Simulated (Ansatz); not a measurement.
Relaxation of Cl$_{2}$H$_{2}$OZn (6 atoms, charge 0, multiplicity 1), to a largest force component of 0.03 eV/Å in at most 50 steps.

The calculation used Ansatz 0.2.0, RHF/def2-SVP.

```xyz
6
Properties=species:S:1:pos:R:3
Zn 0.850 0.254 -0.631
O -0.269 0.149 2.124
H -0.640 -0.465 2.739
Cl -0.534 -0.095 -2.218
Cl 2.578 0.584 0.716
H 0.654 0.264 2.397
```

Q: Where does it end, and by what steps?

A: It converged. After 8 steps the energy has fallen by 0.527 eV; H3 moved furthest, 0.86 Å. Joined: Zn1–O2 (2.97 → 2.11 Å).

```tsv
step	energy less start (eV)	largest force component (eV/Å)	accepted
0	0.0000	1.328	yes
1	-0.1168	1.550	yes
2	-0.2919	1.171	yes
3	-0.4163	1.264	yes
4	-0.4523	1.429	yes
5	-0.5030	0.614	yes
6	-0.5150	0.324	yes
7	-0.5265	0.036	yes
8	-0.5270	0.029	yes
```

```xyz
6
Properties=species:S:1:pos:R:3
Zn 0.890 0.251 -0.119
O -0.006 -0.005 1.778
H -0.905 -0.253 1.947
Cl -0.720 -0.183 -1.507
Cl 2.922 0.791 0.428
H 0.457 0.090 2.599
```

Run time: 9.3 s on 1 thread of AMD EPYC 9R45 96-Core Processor (Zen 5), with other jobs on the host, peak memory 0.2 GiB.
